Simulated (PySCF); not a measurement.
## C6H6N: g tensor and hyperfine couplings

Compound: C₆H₆N (doublet state).
Geometry (GFN2-xTB, Å), atoms numbered from 1 in this order:
```xyz
13
C6H6N angstrom
C     -2.3291    0.1646    1.3410
C     -1.6271   -0.3311    0.5076
C     -0.7125   -0.8394   -0.5026
C      0.4691    0.0795   -0.6251
N      0.2589    1.3073   -1.2453
C      1.7044   -0.2893   -0.1679
C      2.7952   -0.6355    0.2430
H     -2.9601    0.5621    2.0786
H     -0.3770   -1.8388   -0.2164
H     -1.2418   -0.9054   -1.4609
H     -0.6849    1.6602   -1.1699
H      0.9688    2.0025   -1.0678
H      3.7317   -0.9361    0.6035
```

The hyperfine couplings belong to this conformer and change with its torsions.

Identity: `C#CC[C](N)C#C` [radical].

Computed with PySCF 2.14.0, UKS B3LYP, pcH-1 on C H N, non-relativistic, mean-field spin-orbit, GIAO. Geometry: GFN2-xTB, one conformer, isolated molecule. Couplings are sensitive to structure, and on GFN2-xTB geometries they can be far from those on DFT ones. No stability test was run, so a lower SCF solution isn't excluded.

```
g1, g2, g3      : 2.00215, 2.00272, 2.00321
g_iso           : 2.00269
Form of g       : rhombic: the two nearest values differ by 47 % of g3 − g1
⟨S²⟩            : 0.7634 (exact 0.7500)
Basis functions : 235
```

Isotropic coupling and dipolar principal values T1 to T3, in MHz:

```
atom  isotope  a_iso     T1     T2     T3  Mulliken spin population
  C1      13C    4.2   -1.9    0.0    1.9                      0.01
  C2      13C   50.3   -2.2   -1.4    3.6                      0.02
  C3      13C  -23.2   -1.0   -0.1    1.2                     -0.04
  C4      13C   55.3  -55.5  -55.2  110.7                      0.59
  N5      14N   20.6   -9.6   -9.3   18.9                      0.15
  C6      13C  -58.3  -16.6   -1.9   18.5                     -0.21
  C7      13C   38.1  -37.8  -28.8   66.6                      0.47
  H8       1H   -0.1   -1.1   -0.5    1.6                      0.00
  H9       1H    4.7   -3.5   -2.8    6.3                      0.00
 H10       1H   46.3   -3.5   -3.0    6.4                      0.03
 H11       1H   15.5  -10.4   -4.8   15.2                      0.00
 H12       1H    2.3   -9.8   -4.8   14.6                      0.00
 H13       1H  -36.5  -17.5   -0.5   18.0                     -0.02
```

Largest spin populations (Mulliken): C4 (+0.59), C7 (+0.47), C6 (-0.21) and N5 (+0.15). The positive populations add up to 1.27 and the negative ones to -0.27, together 2S = 1. The angles at C4 add up to 360.0°, so it is planar.

The SMILES `C#CC[C](N)C#C` draws the unpaired electron on C4, whose computed spin population is only +0.59.

Axes: g2 points within 15° of the C4–N5 bond and g3 points within 13° of the C3–C4 bond.

Under fast tumbling the dipolar parts average out, and these isotropic splittings remain: 1 × 1H (H13, I = 1/2, 2 lines) with 1.30 mT, 2 × 1H (H9/H10, I = 1/2, 3 lines) with 0.91 mT, 1 × 14N (N5, I = 1, 3 lines) with 0.73 mT and 2 × 1H (H11/H12, I = 1/2, 3 lines) with 0.32 mT.

Means are taken over nuclei equivalent by connectivity, which assumes that they swap fast. The 1H value of +25.5 MHz is a mean of couplings from 4.7 to 46.3 MHz in this one geometry, not an average over conformers. The 1H value of +8.9 MHz is a mean of couplings from 2.3 to 15.5 MHz in this one geometry, not an average over conformers.

The 13C coupling of C6 (-58.3 MHz) shows only in satellite lines or after enrichment, since that isotope makes up about 1.07 % of natural carbon.

Hardware: one thread of an Arm Neoverse V2, shared host. Cost: 45 s wall (with the writing of density and orbital grids), 0.83 GiB resident at most.
